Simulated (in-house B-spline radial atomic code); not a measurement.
Orbital energies and mean radii along the 13-electron series, configuration [Ne] 3s2 3p1. The effective charge is n√(-2ε), a non-relativistic measure. Computed with a B-spline radial code for spherical atoms: Dirac-Hartree-Fock, average of the configuration, finite nuclei.

| ion | Z | energy of 3p1/2 (Eh) | mean radius of 3p1/2 (bohr) | energy of 2p3/2 (Eh) | mean radius of 2p3/2 (bohr) | energy of 2s1/2 (Eh) | mean radius of 2s1/2 (bohr) | energy of 1s1/2 (Eh) | mean radius of 1s1/2 (bohr) | effective charge of 3p1/2 |
| --- | --- | --- | --- | --- | --- | --- | --- | --- | --- | --- |
| Zr27+ | 40 | -51.615 | 0.37932 | -130.48 | 0.14035 | -141.71 | 0.15909 | -714.87 | 0.037032 | 30.481 |
| Nb28+ | 41 | -55.171 | 0.36737 | -138.73 | 0.13644 | -150.6 | 0.15461 | -754.3 | 0.036061 | 31.513 |
| Mo29+ | 42 | -58.85 | 0.35611 | -147.24 | 0.13275 | -159.77 | 0.15035 | -794.87 | 0.035135 | 32.547 |
| Tc30+ | 43 | -62.652 | 0.34548 | -156 | 0.12925 | -169.24 | 0.14631 | -836.59 | 0.034251 | 33.582 |
| Ru31+ | 44 | -66.579 | 0.33544 | -165.01 | 0.12592 | -179 | 0.14246 | -879.46 | 0.033406 | 34.618 |
| Rh32+ | 45 | -70.631 | 0.32593 | -174.28 | 0.12276 | -189.06 | 0.13878 | -923.49 | 0.032598 | 35.656 |
| Pd33+ | 46 | -74.808 | 0.31691 | -183.8 | 0.11974 | -199.41 | 0.13528 | -968.69 | 0.031824 | 36.695 |
| Ag34+ | 47 | -79.113 | 0.30835 | -193.58 | 0.11687 | -210.07 | 0.13192 | -1015.08 | 0.031082 | 37.736 |
| Cd35+ | 48 | -83.545 | 0.3002 | -203.62 | 0.11413 | -221.03 | 0.12871 | -1062.65 | 0.03037 | 38.779 |
| In36+ | 49 | -88.106 | 0.29244 | -213.91 | 0.11152 | -232.3 | 0.12564 | -1111.43 | 0.029686 | 39.823 |
| Sn37+ | 50 | -92.796 | 0.28504 | -224.45 | 0.10901 | -243.88 | 0.12269 | -1161.41 | 0.029029 | 40.87 |
| Sb38+ | 51 | ? | ? | ? | ? | ? | ? | ? | ? | ? |
| Te39+ | 52 | -102.57 | 0.27121 | -246.32 | 0.10432 | -267.99 | 0.11714 | -1265.05 | 0.027786 | 42.968 |
| I40+ | 53 | ? | ? | ? | ? | ? | ? | ? | ? | ? |
| Xe41+ | 54 | ? | ? | ? | ? | ? | ? | ? | ? | ? |
| Cs42+ | 55 | -118.23 | 0.25261 | -281.05 | 0.097971 | -306.56 | 0.10958 | -1429.86 | 0.026085 | 46.132 |
| Ba43+ | 56 | -123.72 | 0.24691 | -293.15 | 0.096017 | -320.08 | 0.10725 | -1487.34 | 0.025556 | 47.191 |

(1) Fill in the row of Sb38+.

(2) Fill in the row of I40+.

(3) Fill in the row of Xe41+.

(4) How does the screening of 3p1/2 change?

## Answers

(1) energy of 3p1/2 (Eh): -97.617; mean radius of 3p1/2 (bohr): 0.27797; energy of 2p3/2 (Eh): -235.26; mean radius of 2p3/2 (bohr): 0.10662; energy of 2s1/2 (Eh): -255.77; mean radius of 2s1/2 (bohr): 0.11986; energy of 1s1/2 (Eh): -1212.61; mean radius of 1s1/2 (bohr): 0.028396; effective charge of 3p1/2: 41.918.

(2) energy of 3p1/2 (Eh): -107.66; mean radius of 3p1/2 (bohr): 0.26475; energy of 2p3/2 (Eh): -257.64; mean radius of 2p3/2 (bohr): 0.10212; energy of 2s1/2 (Eh): -280.52; mean radius of 2s1/2 (bohr): 0.11453; energy of 1s1/2 (Eh): -1318.73; mean radius of 1s1/2 (bohr): 0.027199; effective charge of 3p1/2: 44.02.

(3) energy of 3p1/2 (Eh): -112.87; mean radius of 3p1/2 (bohr): 0.25855; energy of 2p3/2 (Eh): -269.22; mean radius of 2p3/2 (bohr): 0.1; energy of 2s1/2 (Eh): -293.37; mean radius of 2s1/2 (bohr): 0.11201; energy of 1s1/2 (Eh): -1373.66; mean radius of 1s1/2 (bohr): 0.026632; effective charge of 3p1/2: 45.075.

(4) Z less the effective charge goes from 9.52 at Z = 40 to 8.81 at Z = 56.
